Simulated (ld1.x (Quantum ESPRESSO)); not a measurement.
**Transferability test, TM potential for Re**

* Element: Re (Z = 75)
* Generator: ld1.x (Quantum ESPRESSO) 7.5
* Type: norm-conserving Troullier–Martins (Kleinman–Bylander form)
* Functional: Wu–Cohen
* Relativity: scalar-relativistic
* Frozen core: [Xe] 4f14
* Valence charge: 7
* Reference configuration: 5d4 6s0 6p0 (charge +3)
* Partial waves: 6p (bound, empty): rc 2.55 bohr; 5d (bound): rc 2.25 bohr; 6s (bound, empty): rc 1.85 bohr
* Local potential: the s channel
* Core correction: a·sin(br)/r model core inside 1.45 bohr

Energies are relative to the spin-unpolarised reference configuration 5d4 6s0 6p0; without spin polarisation the order of configurations can differ from experiment. The frozen-core shift is the all-electron ΔE with the core orbitals held at their reference shape minus the fully relaxed ΔE.

Task: Give the all-electron excitation energy and the error of the potential for: 5d5 6s2 6p0; 5d5 6s1 6p0; 5d5 6s0 6p0; 5d5.5 6s1.5 6p0; 5d5 6s1.5 6p0; 5d6 6s1 6p0; 5d3 6s0 6p0.

Result:

```csv
valence configuration,charge,ΔE all-electron (eV),error AE − PS (meV),frozen-core shift (meV)
5d5 6s2 6p0,0,-52.822,-8.2,+115
5d5 6s1 6p0,+1,-43.513,-78,+117
5d5 6s0 6p0,+2,-27.163,-119,+98
5d5.5 6s1.5 6p0,0,-52.429,-96,+172
5d5 6s1.5 6p0,+0.5,-49.013,-44,+118
5d6 6s1 6p0,0,-51.857,-212,+234
5d3 6s0 6p0,+4,39.392,-200,+185
```

Levels in the configuration 5d5 6s0 6p0:

```
level  all-electron (eV)  pseudo (eV)
   5d            -21.451      -21.239
```
